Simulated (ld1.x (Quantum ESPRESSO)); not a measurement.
silicon: one change to a TM potential, before and after

* Element: Si (Z = 14)
* Generator: ld1.x (Quantum ESPRESSO) 7.5
* Type: norm-conserving Troullier–Martins (Kleinman–Bylander form)
* Functional: LDA (PZ)
* Relativity: non-relativistic
* Frozen core: [Ne]
* Valence charge: 4
* Reference configuration: 3s1 3p3
* Partial waves: 3p (bound): rc 1.55 bohr; 3d channel at 0.4 Ry: rc 1.85 bohr; 3s (bound): rc 1.85 bohr
* Local potential: the s channel
* Core correction: none

Change: wave 3s (bound): rc 1.85 bohr becomes 3s (bound): rc 2.52 bohr.

Cutoffs: the cutoffs (Ry, on a coarse ladder) from which the occupation-weighted sum of valence levels, in a spherical-Bessel basis at the reference potential, stays within 10 and 1 mRy of its value at 400 Ry; they do not see the model core or the augmentation charge, which bear on the density cutoff. Errors are all-electron minus pseudo energies relative to the spin-unpolarised reference configuration.

Question: What does the change do?

Answer: The potential gets neither clearly harder nor softer (30 Ry and 45 Ry → 30 Ry and 45 Ry); of the 9 tests that both files solve, the error grows in 4 and shrinks in 3 by more than 15 % and 0.3 meV (median size 6.1 → 11.9 meV); neither file shows a bound ghost.

```tsv
quantity	base	changed
cutoff, loose	30 Ry	30 Ry
cutoff, tight	45 Ry	45 Ry
loose cutoff by channel (10 mRy a level)	p 6 Ry, s 12 Ry	p 6 Ry, s 8 Ry
bound ghosts	none	none
error for 3s2 3p2, meV [ΔE -6.75 eV]	+5.4	-3.3
error for 3s2 3p1, meV [ΔE 1.09 eV]	+3.1	+5.6
error for 3s2 3p0, meV [ΔE 17.22 eV]	+21	+74
error for 3s1 3p2, meV [ΔE 8.44 eV]	+5.3	+12
error for 3s0 3p4, meV [ΔE 6.91 eV]	+6.1	-1.5
error for 3s1 3p0, meV [ΔE 51.29 eV]	+178	+255
error for 3s2 3p1.5, meV [ΔE -3.78 eV]	+3.5	-3.0
error for 3s1 3p3 (spin-polarised), meV [ΔE -3.07 eV]	+400	+394
error for 3s2 3p2 (spin-polarised), meV [ΔE -7.36 eV]	+46	+39
```
